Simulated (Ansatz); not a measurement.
A first, cheap relaxation of `[OH][Ta]([OH])([F])=[S]`.

```yaml
crystal:
  periodic: [false, false, false]
  atoms:
    - {symbol: O, position_ang: [-1.492200, 0.755600, 1.082200]}
    - {symbol: Ta, position_ang: [-0.026500, -0.027900, -0.180900]}
    - {symbol: O, position_ang: [1.359700, -1.075700, 1.005700]}
    - {symbol: F, position_ang: [-0.822600, -1.342100, -1.565300]}
    - {symbol: S, position_ang: [0.967200, 1.539600, -1.248600]}
    - {symbol: H, position_ang: [-2.074000, 1.391400, 0.464400]}
    - {symbol: H, position_ang: [2.149600, -1.308800, 0.396900]}
basis:
  gaussian: {orbitals: def2-SVP}
hamiltonian: {xc: pbe, dispersion: d4}
relax: {f_tol: 0.03, max_steps: 200}
```

```sh
$ ansatz run in.yaml --threads 4 --pin off --events-out ev --progress --plain --max-ram 10444MiB
```

It prints (some lines left out):

```
Functional definition: PBE
mean field -19216.74532899 eV, -706.2023652625 hartree, gradient 1.9e-5 eV, S^2 0.000000; 0 other end points of the search recorded, 0 dependent functions left out
relax step   1: F+E_penalty+E_count = -19216.90208142 eV  Δ(F+E_penalty+E_count) = +0.000e0 eV  max|allowed force component| = 3.971e0 eV/Å  Δτ_max = 0.0000 Å  (32 SCF iters, accepted)
mean field -19217.93675122 eV, -706.2461492219 hartree, gradient 1.8e-5 eV, S^2 0.000000; 0 other end points of the search recorded, 0 dependent functions left out
relax step   2: F+E_penalty+E_count = -19218.10537299 eV  Δ(F+E_penalty+E_count) = -1.203e0 eV  max|allowed force component| = 2.311e0 eV/Å  Δτ_max = 0.1942 Å  (41 SCF iters, accepted)
mean field -19217.98658619 eV, -706.2479806233 hartree, gradient 1.7e-5 eV, S^2 0.000000; 0 other end points of the search recorded, 0 dependent functions left out
relax step   3: F+E_penalty+E_count = -19218.15268683 eV  Δ(F+E_penalty+E_count) = -4.731e-2 eV  max|allowed force component| = 2.602e0 eV/Å  Δτ_max = 0.1935 Å  (36 SCF iters, accepted)
mean field -19218.18786456 eV, -706.2553774669 hartree, gradient 1.5e-5 eV, S^2 0.000000; 0 other end points of the search recorded, 0 dependent functions left out
relax step   4: F+E_penalty+E_count = -19218.35172090 eV  Δ(F+E_penalty+E_count) = -1.990e-1 eV  max|allowed force component| = 6.948e-1 eV/Å  Δτ_max = 0.1806 Å  (35 SCF iters, accepted)
mean field -19218.25006930 eV, -706.2576634489 hartree, gradient 1.5e-5 eV, S^2 0.000000; 0 other end points of the search recorded, 0 dependent functions left out
relax step   5: F+E_penalty+E_count = -19218.41576203 eV  Δ(F+E_penalty+E_count) = -6.404e-2 eV  max|allowed force component| = 1.680e-1 eV/Å  Δτ_max = 0.0929 Å  (35 SCF iters, accepted)
mean field -19218.26105672 eV, -706.2580672294 hartree, gradient 2.1e-5 eV, S^2 0.000000; 0 other end points of the search recorded, 0 dependent functions left out
relax step   6: F+E_penalty+E_count = -19218.42780664 eV  Δ(F+E_penalty+E_count) = -1.204e-2 eV  max|allowed force component| = 1.027e-1 eV/Å  Δτ_max = 0.0855 Å  (32 SCF iters, accepted)
mean field -19218.26377487 eV, -706.2581671195 hartree, gradient 1.2e-5 eV, S^2 0.000000; 0 other end points of the search recorded, 0 dependent functions left out
relax step   7: F+E_penalty+E_count = -19218.43058128 eV  Δ(F+E_penalty+E_count) = -2.775e-3 eV  max|allowed force component| = 7.122e-2 eV/Å  Δτ_max = 0.0420 Å  (31 SCF iters, accepted)
mean field -19218.26492674 eV, -706.2582094497 hartree, gradient 1.9e-5 eV, S^2 0.000000; 0 other end points of the search recorded, 0 dependent functions left out
relax step   8: F+E_penalty+E_count = -19218.43152808 eV  Δ(F+E_penalty+E_count) = -9.468e-4 eV  max|allowed force component| = 3.095e-2 eV/Å  Δτ_max = 0.0299 Å  (30 SCF iters, accepted)
mean field -19218.26498556 eV, -706.2582116115 hartree, gradient 1.6e-5 eV, S^2 0.000000; 0 other end points of the search recorded, 0 dependent functions left out
relax step   9: F+E_penalty+E_count = -19218.43166604 eV  Δ(F+E_penalty+E_count) = -1.380e-4 eV  max|allowed force component| = 1.298e-2 eV/Å  Δτ_max = 0.0119 Å  (29 SCF iters, accepted)
mean field -19218.26498556 eV, -706.2582116115 hartree, gradient 1.6e-5 eV, S^2 0.000000; 1 other end points of the search recorded, 0 dependent functions left out
Total energy: -19218.43172666 eV, -706.2643392340 hartree
Atom 0 at    -1.440602     0.569025     0.775761 Å, force    -0.000092     0.000418    -0.001976 eV/Å
Atom 1 at    -0.098344    -0.169637    -0.350757 Å, force     0.006406     0.010016     0.012980 eV/Å
Atom 2 at     1.166236    -1.086698     0.733771 Å, force     0.000142     0.000136    -0.002103 eV/Å
Atom 3 at    -0.860480    -1.336738    -1.633656 Å, force    -0.006185    -0.009789    -0.007985 eV/Å
Atom 4 at     0.920523     1.460888    -1.385723 Å, force     0.000564     0.000778     0.000797 eV/Å
Atom 5 at    -1.748788     1.477091     0.938609 Å, force     0.002353    -0.002584    -0.000888 eV/Å
Atom 6 at     2.122654    -0.981831     0.876395 Å, force    -0.003190     0.001024    -0.000826 eV/Å
Dipole moment:     0.030358     0.034425     0.523900 e Å
```

It took 10 s on 4 threads of an Arm Neoverse V2 on a shared host, with 0.16 GiB of host memory at the peak.
